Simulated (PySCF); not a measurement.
`C[P@H+](CC(F)(F)F)C1CC1`: 4 charge schemes on one density

C6H11F3P (charge +1).
Z-matrix (Å and degrees, GFN2-xTB geometry), rows numbered from 1:
```
C 
P   1  1.7981
C   2  1.8306  1  111.38
C   3  1.5247  2  108.19  1    55.67
F   4  1.3515  3  108.87  2    36.22
F   4  1.3179  3  113.52  2   156.72
F   4  1.3335  3  111.24  2   -80.36
C   2  1.7898  1  112.62  3  -121.84
C   8  1.5101  2  117.37  1   -89.68
C   9  1.4875  8   60.47  2  -106.68
H   1  1.0908  2  111.22  3   -62.26
H   1  1.0925  2  109.51  3    58.42
H   1  1.0915  2  108.73  3   177.41
H   2  1.3776  1  110.14  3   118.03
H   3  1.0949  2  110.94  1   -64.71
H   3  1.0952  2  109.94  1   175.06
H   8  1.0839  2  114.62  1    56.25
H   9  1.0811  8  118.75 10   108.24
H   9  1.0788  8  117.39 10  -109.19
H  10  1.0815  8  118.46  9  -108.07
H  10  1.0785  8  117.51  9   109.27
```

Density: PBE0/pcSseg-1 (PySCF); schemes: Mulliken, IAO, Hirshfeld and ESP-fitted. Isolated species at its GFN2-xTB geometry (one conformer only).

Problem. At which atom do the 4 schemes differ most?

Solution. At P2: from +0.467 (Hirshfeld) to +1.091 e (IAO), 0.624 e apart.

Problem. Which atoms carry the highest charge in the Mulliken, IAO, Hirshfeld and ESP-fitted schemes?

Solution. The schemes don't all agree: Mulliken C4 (+0.807); IAO P2 (+1.091); Hirshfeld P2 (+0.467); ESP-fitted C4 (+0.754).

Problem. Tabulate the Mulliken, IAO, Hirshfeld and ESP-fitted charges.

Solution. In e:

```tsv
atom	environment	Mulliken	IAO	Hirshfeld	ESP-fitted
C1	sp3 carbon bound to phosphorus	-0.442	-0.643	-0.122	-0.701
P2	phosphonium phosphorus	+0.527	+1.091	+0.467	+0.630
C3	sp3 carbon bound to phosphorus	-0.472	-0.520	-0.108	-0.698
C4	CF3 carbon	+0.807	+0.816	+0.275	+0.754
F5	fluorine of a CF3 group	-0.274	-0.293	-0.070	-0.226
F6	fluorine of a CF3 group	-0.216	-0.238	-0.052	-0.165
F7	fluorine of a CF3 group	-0.247	-0.269	-0.064	-0.196
C8	sp3 carbon bound to phosphorus	-0.483	-0.380	-0.069	-0.350
C9	three-membered-ring carbon	-0.166	-0.266	-0.054	-0.225
C10	three-membered-ring carbon	-0.169	-0.269	-0.054	-0.218
H11	methyl hydrogen	+0.215	+0.211	+0.078	+0.264
H12	methyl hydrogen	+0.203	+0.201	+0.086	+0.266
H13	methyl hydrogen	+0.206	+0.204	+0.088	+0.251
H14	P–H hydrogen	+0.163	+0.034	+0.054	+0.144
H15	methylene hydrogen	+0.223	+0.209	+0.086	+0.280
H16	methylene hydrogen	+0.225	+0.212	+0.086	+0.265
H17	methine hydrogen	+0.205	+0.192	+0.078	+0.251
H18	methylene hydrogen	+0.163	+0.165	+0.067	+0.149
H19	methylene hydrogen	+0.184	+0.190	+0.082	+0.191
H20	methylene hydrogen	+0.162	+0.163	+0.066	+0.145
H21	methylene hydrogen	+0.184	+0.190	+0.082	+0.189
```

Mean size of the charges over all atoms: IAO 0.322 e, ESP-fitted 0.312 e, Mulliken 0.283 e, Hirshfeld 0.104 e. Each set sums to the total charge, 1, to within 0.001 e. The Mulliken scheme gives each basis function's population to the atom it is centred on and halves the overlap population of two atoms between them. The ESP scheme is a least-squares fit of atom-centred charges to the potential on four shells outside the van der Waals surface, with the total charge fixed.

Problem. How many electrons does the ESP-fitted scheme count on F5?

Solution. Z − q = 9 − (-0.226) = 9.226.

Problem. Sum the charges by element, for elements with more than one atom.

Solution. 
```tsv
element	atoms	Mulliken	IAO	Hirshfeld	ESP-fitted
C	6	-0.925	-1.261	-0.133	-1.439
F	3	-0.736	-0.800	-0.185	-0.586
H	11	+2.133	+1.971	+0.851	+2.395
```

Problem. How closely do the schemes follow one another over all atoms?

Solution. Correlation coefficient and root-mean-square difference: IAO with Hirshfeld 0.98, 0.273 e; Mulliken with ESP-fitted 0.97, 0.092 e; IAO with ESP-fitted 0.95, 0.121 e; Mulliken with IAO 0.95, 0.140 e; Mulliken with Hirshfeld 0.89, 0.215 e; Hirshfeld with ESP-fitted 0.89, 0.255 e.
